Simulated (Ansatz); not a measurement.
## A geometry optimisation of CH2ClGe+ with PBE0-D3(BJ)/def2-SVP

The starting geometry of this gas-phase singlet was optimised with GFN2-xTB.

```xyz
5

C    -1.3411   -1.3809   -0.3062
Cl    1.7324   -3.4234    0.5155
Ge   -0.0598   -2.7521   -0.1803
H    -1.4928   -1.0914   -1.3580
H    -2.3024   -1.7094    0.1204
```

Predict what becomes of its bonds when it is optimised with PBE0-D3(BJ)/def2-SVP.

It keeps its bonds, and is `[CH2]=[Ge+][Cl]`.

The energy falls by 0.17 eV over 7 steps:

```json
{"step": "1", "E − E(last) (eV)": "0.172"}
{"step": "2", "E − E(last) (eV)": "0.038"}
{"step": "3", "E − E(last) (eV)": "0.006"}
{"step": "4", "E − E(last) (eV)": "0.001"}
{"step": "5", "E − E(last) (eV)": "0.000"}
{"step": "6", "E − E(last) (eV)": "0.000"}
{"step": "7", "E − E(last) (eV)": "0.000"}
```

Final geometry (Å):

```yaml
atoms:
  - { symbol: C, position_ang: [-1.2927, -1.5092, -0.3340] }
  - { symbol: Cl, position_ang: [1.6701, -3.2169, 0.5687] }
  - { symbol: Ge, position_ang: [-0.1759, -2.9753, -0.3373] }
  - { symbol: H, position_ang: [-1.4180, -1.0103, -1.3123] }
  - { symbol: H, position_ang: [-2.2474, -1.6455, 0.2063] }
```

Frequencies at the end are all real (lowest 110 cm⁻¹). Run with Ansatz 0.2.0, 12 s on 1 thread of Intel(R) Xeon(R) 6975P-C (Granite Rapids), on a shared host.
